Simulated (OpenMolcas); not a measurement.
A calculation on B⁺.

```yaml
Program: OpenMolcas
Method: "MS-RASPT2, IPEA 0.25 Eh, imaginary shift 0.1 Eh (closed shells correlated: 1s)"
Basis: ANO-RCC-VTZP [4s3p2d1f]
Scalar_Hamiltonian: DKH2, point nucleus
Active_space: 2 electrons in 9 orbitals (RAS2 2s 2p; RAS3 3d, at most 2 electrons)
State_averaging: 2S+1 = 3 even, 3 roots; 2S+1 = 1 even, 7 roots; 2S+1 = 3 odd, 3 roots; 2S+1 = 1 odd, 3 roots
Spin-orbit_coupling: RASSI with atomic mean-field integrals over the reference wave functions, term energies averaged over their components
```

Task: Which level of the active space comes out lowest?

Result: 2s2 1S0, with 100 % of that term; it is also the measured ground level.

Task: How high does 2p2 3P1 lie?

Result: 99084 cm-1 above the lowest level; measured 98920 cm-1 above the ground level, so the calculation is off by 0 %.

Task: How high does 2p2 1D2 lie?

Result: 102880 cm-1 above the lowest level; measured 102363 cm-1 above the ground level, so the calculation is off by +1 %.

Task: How high does 2p2 3P0 lie?

Result: 99076 cm-1 above the lowest level; measured 98911 cm-1 above the ground level, so the calculation is off by 0 %.

Measured values: NIST Handbook of Basic Atomic Spectroscopic Data.

Active for correlation alone: 3d; no level in the range computed is led by a configuration that fills it, so any true level of that kind is missing. Computed and measured levels are paired by configuration, term and J; levels that our copy of the source lacks, or whose pairing is in doubt (as where it misses far off the trend of its configuration), stay unpaired and out of the deviations. Levels of configurations outside the active space are missing.
